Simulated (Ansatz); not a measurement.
One arrangement of a pair

The pair of K⁺ (SMILES [K+], atom 1) and CH3F (SMILES CF, atoms 2–6), both closed shells, in one local arrangement (a lower one may exist), relaxed at PBE0-D4/def2-TZVP:

```tsv
atom	x (Å)	y (Å)	z (Å)
K1	-0.1572	-0.0344	-3.2117
C2	0.0357	0.0078	0.7280
F3	-0.0341	-0.0073	-0.6844
H4	1.0350	-0.3165	1.0109
H5	-0.7227	-0.6770	1.1017
H6	-0.1565	1.0274	1.0554
```

Ansatz 0.2.0; basis: def2-TZVPPD, with def2-QZVPPD for the basis limit; cores frozen in the correlated methods. The outer core shell of Li, Na, Mg and K is correlated. The def2 sets are not built for correlating such inner shells, so the correlated values are less sure here. B3LYP uses VWN-RPA correlation. Extrapolation: Hartree–Fock as exp(−7.88 √X), correlation as X^−2.97. Interaction energies count from these two fragments, frozen as in the pair, with the counterpoise correction; negative means bound.

What is the interaction energy by CCSD(T) at an estimated basis limit (MP2 extrapolated from triple and quadruple zeta, plus CCSD(T) − MP2 in triple zeta)? (An estimate is asked for; the value comes from the calculation.)

Computed: -15.86 kcal/mol. Hartree–Fock alone gives -15.83 kcal/mol at the basis limit. It counts from the two fragments frozen as in the pair.

The same quantity by other methods in triple zeta, and each one's difference from that estimate:
```
   method  E_int (kcal/mol)  difference
   PBE-D4            -14.99        0.87
revPBE-D4            -13.99        1.87
  BLYP-D4            -15.25        0.61
r2SCAN-D4            -15.30        0.56
   B97M-V            -15.24        0.62
  PBE0-D4            -15.56        0.30
 B3LYP-D4            -15.99       -0.14
 HSE06-D4            -15.55        0.31
  wB97X-V            -15.65        0.21
  wB97M-V            -15.60        0.26
   B2PLYP            -15.42        0.44
       HF            -15.72        0.13
      MP2            -15.19        0.67
     CCSD            -15.22        0.64
  CCSD(T)            -15.07        0.79
```
Differences are method less estimate.

Which atoms make the shortest contact between the fragments?

K1 and F3, 2.53 Å apart.

Basis-set superposition shift (counterpoise-corrected less uncorrected): CCSD(T) 1.04; MP2 0.95; HF 0.09; PBE0-D4 0.18; wB97M-V 0.16 kcal/mol.

No T1 diagnostic of these runs exceeds 0.011.

For scale, one of the runs: CCSD(T)/def2-TZVPPD, 164 basis functions, launched by `ansatz run in.yaml --threads 2 --pin off --events-out ev --progress --plain --max-ram 5222MiB`. Hardware: 2 CPU threads of an Arm Neoverse V2, shared host. Wall time 21 s; peak host memory 1.4 GiB.
